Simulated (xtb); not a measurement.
Here is a job for xtb.
```
$ xtb mol.xyz --gfn 1 --vipea --json

# file mol.xyz
8

F      1.40411511    -0.28283952    -1.02131229
C      0.76712540    -0.06168844     0.12248110
F      1.24344065     1.05549696     0.65908857
F      1.02641252    -1.06809983     0.94881838
C     -0.76712540     0.06168844    -0.12248110
F     -1.02641252     1.06809983    -0.94881838
F     -1.24344065    -1.05549696    -0.65908857
F     -1.40411511     0.28283952     1.02131229
```

Problem. What does this run give for the vertical electron affinity (with the method's empirical shift), vertical ionisation energy (with the method's empirical shift)?

Solution. 
```json
{
  "vertical electron affinity (with the method's empirical shift)": "-6.15 eV",
  "vertical ionisation energy (with the method's empirical shift)": "14.00 eV"
}
```
